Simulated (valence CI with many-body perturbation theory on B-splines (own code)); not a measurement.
## Energy levels of Sn¹⁰⁺

Level of theory: relativistic CI+MBPT: four valence electrons over a frozen Dirac-Fock core [Kr], radial functions for each j: 7 s, 7 p, 8 d, 6 f, 4 g, 1 h, with the one-electron correlation potential Σ1, the two-electron term Σ2, the three-electron term Σ3, Breit, model QED; selected CI, second order for the rest, scaled by the run's own slope (own B-spline code, finite nucleus).

No measured spectrum was set against this ion. As an estimate, terms of the open shell hold to 2 to 4 % of their energy, and close levels can change places. Excitations out of the core, of the other parity, are not computed and may begin above about 51.3 eV (a cautious bound); beyond it only levels of the ground parity were kept, without lifetimes.

Levels 46 to 72 of 72, with energies above the lowest level, 4d4 5D_0. "Leading %" is the weight of the configuration and term that name the level; weights of strongly mixed levels are sums over their largest components and can fall short.

```
No.  Configuration  Term  J  E (cm⁻¹)  Leading %  Second component
 46         4d3 5s    3P  1    526420         43    24 % 4d3 5s 1P
 47         4d3 5s    3G  3    527630         84    11 % 4d3 5s 3F
 48         4d3 5s    3P  0    527770         99                  
 49         4d3 5s    3G  4    528190         55    13 % 4d3 5s 3F
 50         4d3 5s    3G  5    528520         40    38 % 4d3 5s 3H
 51         4d3 5s    3H  4    531380         51    25 % 4d3 5s 1G
 52         4d3 5s    3D  2    534180         32    26 % 4d3 5s 5P
 53         4d3 5s    3P  1    536430         63    17 % 4d3 5s 3D
 54         4d3 5s    3P  2    537870         80    16 % 4d3 5s 3D
 55         4d3 5s    3H  6    538540         99                  
 56         4d3 5s    3P  1    539060         52    32 % 4d3 5s 3D
 57         4d3 5s    3P  0    539820         99                  
 58         4d3 5s    3H  5    540610         61    28 % 4d3 5s 3G
 59         4d3 5s    3D  3    542890         94                  
 60         4d3 5s    1G  4    545340         48    25 % 4d3 5s 3H
 61         4d3 5s    1H  5    545470         79    19 % 4d3 5s 3G
 62         4d3 5s    3D  2    546710         38    29 % 4d3 5s 3P
 63         4d3 5s    1D  2    551170         51    36 % 4d3 5s 3P
 64         4d3 5s    1P  1    553210         55    24 % 4d3 5s 3P
 65         4d3 5s    3F  4    554000         95                  
 66         4d3 5s    3F  3    554100         94                  
 67         4d3 5s    3F  2    554550         91                  
 68         4d3 5s    1F  3    560020         93     4 % 4d3 5s 3D
 69         4d3 5s    3D  1    584330         98                  
 70         4d3 5s    3D  2    584450         94                  
 71         4d3 5s    3D  3    584560         90     4 % 4d3 5s 1F
 72         4d3 5s    1D  2    590470         94
```

Names give the largest LS component (configuration and term), which can be under half, so a name can repeat, a term be missing and a line seem to break the LS rules; names also repeat where a configuration has a term twice.

Where two levels of one J and parity lie close, their mixing, g and order are uncertain.
